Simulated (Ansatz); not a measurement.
Geometry optimisation, Ansatz 0.2.0, RKS PBE/def2-SVP.

input.yaml

```yaml
crystal:
  periodic: [false, false, false]
  atoms:
    - { symbol: Sn, position_ang: [0.0, 0.0, 0.0] }
    - { symbol: Cl, position_ang: [0.0, 0.0, 2.41] }
    - { symbol: H, position_ang: [1.6408, 0.0, -0.5794] }
    - { symbol: H, position_ang: [-0.8195, 1.4198, -0.5794] }
    - { symbol: O, position_ang: [-0.9232, -1.5994, -0.6527] }
    - { symbol: H, position_ang: [-1.3778, -2.065, 0.1197] }
basis:
  gaussian: { orbitals: def2-SVP }
hamiltonian:
  xc: pbe
relax:
  f_tol: 0.02
  max_steps: 40
```

Run as:

```bash
$ ansatz run input.yaml --threads 1 --pin off --max-ram 2048MiB --backend cpu --events-out ev --progress --plain --runs-dir out
```

**Question.** Where does it end, and by what steps?

**Answer.** It converged. After 9 steps the energy has fallen by 0.101 eV; H6 moved furthest, 0.40 Å.

```tsv
step	energy less start (eV)	largest force component (eV/Å)	accepted
0	0.0000	1.453	yes
1	-0.0492	0.317	yes
2	-0.0830	0.086	yes
3	-0.0844	0.042	yes
4	-0.0828	0.509	no
5	-0.0864	0.023	yes
6	-0.0886	0.377	yes
7	-0.0992	0.046	yes
8	-0.0994	0.041	yes
9	-0.1010	0.018	yes
```

```xyz
6
Properties=species:S:1:pos:R:3
Sn 0.047 0.013 0.026
Cl 0.113 0.106 2.401
H 1.653 -0.042 -0.577
H -0.973 1.315 -0.474
O -0.710 -1.761 -0.509
H -1.611 -1.875 -0.149
```

Time of the run: 18 s on 1 thread of Intel(R) Xeon(R) Platinum 8488C (Sapphire Rapids) (shared host), peak memory 0.16 GiB.
